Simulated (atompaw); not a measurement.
Reading a pseudo-wave (beryllium)

Columns: radius, all-electron u(r) and pseudo u(r) of the 2s shell (level -5.54 eV) of beryllium in the configuration 1s2 2s2 2p0; PBEsol, scalar-relativistic, PAW (atompaw) scheme, atompaw 4.2.0.5.

```tsv
r (bohr)	all-electron	pseudo
0.115	-0.2097	-0.1747
0.231	-0.2503	-0.2591
0.346	-0.2050	-0.2290
0.462	-0.1187	-0.1300
0.577	-0.0174	-0.0186
0.692	0.0859	0.0859
0.808	0.1847	0.1847
0.923	0.2737	0.2737
1.038	0.3521	0.3521
1.154	0.4208	0.4208
1.269	0.4784	0.4784
1.385	0.5261	0.5261
1.500	0.5636	0.5636
1.615	0.5922	0.5922
1.731	0.6129	0.6129
1.846	0.6262	0.6262
1.962	0.6333	0.6333
2.077	0.6348	0.6348
2.192	0.6316	0.6316
2.308	0.6244	0.6244
2.423	0.6139	0.6139
2.538	0.6006	0.6006
2.654	0.5849	0.5849
2.769	0.5676	0.5676
2.885	0.5488	0.5488
3.000	0.5290	0.5290
```

**Question.** How many radial nodes do the two functions have?

**Answer.** The all-electron 2s function has n − l − 1 = 1; the pseudo-wave has 1, since 1 lower shell of the same l stays in the valence.

**Question.** At about which radius was the pseudo-wave matched?

**Answer.** 0.70 bohr, where the columns begin to agree (steps of 0.12 bohr).

**Question.** Is the pseudo-wave norm-conserving?

**Answer.** No, it belongs to a PAW set: the norm inside the radius is not constrained, and the difference is carried by the augmentation charge.
